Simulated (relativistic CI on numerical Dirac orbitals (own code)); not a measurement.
Energy levels of Cs IX

Calculated at this level of theory: Dirac-Coulomb-Breit CI, separate exchange-only KLI orbitals for each configuration, model QED (radiative potential, 1s self-energy scaled to tabulated hydrogen-like ionisation energies), unscaled Slater integrals (own radial code, finite nucleus).

Configuration list (outside the closed core [Kr]): 4d¹⁰5s, 4d¹⁰5p, 4d¹⁰5d, 4d¹⁰4f, 4d¹⁰5f, 4d¹⁰5g, 4d⁹5s4f, 4d¹⁰6s, 4d⁹5s², 4d¹⁰6p, 4d¹⁰6d, 4d⁹5s5p, 4d¹⁰7s. Double excitations out of closed p, d and f shells are left out; levels of such configurations are missing from the list, as are those of other unlisted configurations, and high levels can miss mixing partners.

The lowest level is 4d¹⁰5s ²S1/2, with 100 % of that term; Hund's rules for 4d¹⁰5s give ²S with J = 1/2, in agreement.

```
No.  Configuration  Term    J   E (eV)    %  Landé g           jj configuration (%)
  1         4d¹⁰5s    ²S  1/2   0.0000  100    2.002                       5s (100)
  2         4d¹⁰5p   ²P°  1/2  15.1453   99    0.665                     5p1/2 (99)
  3         4d¹⁰5p   ²P°  3/2  17.8774   99    1.334                     5p3/2 (99)
  4         4d¹⁰4f   ²F°  5/2  30.4604  100    0.856                    4f5/2 (100)
  5         4d¹⁰4f   ²F°  7/2  30.5575  100    1.143                    4f7/2 (100)
  6         4d¹⁰5d    ²D  3/2  42.1600  100    0.799                    5d3/2 (100)
  7         4d¹⁰5d    ²D  5/2  42.5982  100    1.200                    5d5/2 (100)
  8         4d¹⁰6s    ²S  1/2  55.7484  100    2.002                       6s (100)
  9         4d¹⁰6p   ²P°  1/2  62.2755  100    0.666                    6p1/2 (100)
 10         4d¹⁰6p   ²P°  3/2  63.3818  100    1.334                    6p3/2 (100)
 11         4d⁹5s²    ²D  5/2  64.6058  100    1.199                  4d5/2^5 (100)
 12         4d⁹5s²    ²D  3/2  66.9115  100    0.798          4d3/2^3 4d5/2^6 (100)
 13         4d¹⁰5f   ²F°  5/2  68.2751  100    0.857                    5f5/2 (100)
 14         4d¹⁰5f   ²F°  7/2  68.3421  100    1.143                    5f7/2 (100)
 15         4d¹⁰6d    ²D  3/2  74.2195  100    0.799                    6d3/2 (100)
 16         4d¹⁰6d    ²D  5/2  74.4200  100    1.200                    6d5/2 (100)
 17        4d⁹5s5p   ⁴P°  5/2  76.3796   77    1.522          4d5/2^5 5s 5p1/2 (85)
 18        4d⁹5s5p   ⁴F°  5/2  77.4382   45    1.018          4d5/2^5 5s 5p1/2 (80)
 19        4d⁹5s5p   ⁴F°  7/2  77.5845   65    1.253          4d5/2^5 5s 5p1/2 (78)
 20        4d⁹5s5p   ⁴P°  3/2  77.8338   49    1.367          4d5/2^5 5s 5p1/2 (62)
 21        4d⁹5s5p   ⁴F°  3/2  78.9304   83    0.596  4d3/2^3 4d5/2^6 5s 5p1/2 (78)
 22        4d⁹5s5p   ⁴F°  9/2  79.2273  100    1.333         4d5/2^5 5s 5p3/2 (100)
 23         4d¹⁰5g    ²G  9/2  79.3794  100    1.111                    5g9/2 (100)
 24         4d¹⁰5g    ²G  7/2  79.3819  100    0.889                    5g7/2 (100)
 25        4d⁹5s5p   ⁴P°  1/2  79.7508   70    1.935          4d5/2^5 5s 5p3/2 (43)
 26        4d⁹5s5p   ²F°  5/2  79.9814   52    1.012  4d3/2^3 4d5/2^6 5s 5p1/2 (52)
 27        4d⁹5s5p   ²D°  3/2  80.0040   49    1.168  4d3/2^3 4d5/2^6 5s 5p1/2 (47)
 28         4d¹⁰7s    ²S  1/2  80.3603  100    2.002                       7s (100)
 29        4d⁹5s5p   ⁴D°  7/2  80.5484   75    1.362          4d5/2^5 5s 5p3/2 (98)
 30        4d⁹5s5p   ²D°  5/2  80.7490   48    1.256          4d5/2^5 5s 5p3/2 (63)
```

Energies count from the lowest computed level; ° marks odd parity. Filled j subshells are mostly left out of the jj labels.

The mean weight of the leading LS term, summed over parents, in these 30 levels is 87 %, and that of the leading jj configuration (from the same eigenvectors) 89 %.

At this charge configurations can still be misplaced by up to about 7 % of their energy. Levels and lines within the n = 5 or 6 shells can be off by up to 10 % or somewhat more, and those that change n by about 2 %, since core polarisation is missing. Levels that differ in their count of f electrons can be misplaced by several ten thousand cm⁻¹, since the correlation energy of f electrons is missing or only estimated; rates across such gaps can be off by orders of magnitude.

LS names give the leading component of a level, which can be under half, so a name can repeat, a term be missing and a line seem to break the LS rules.
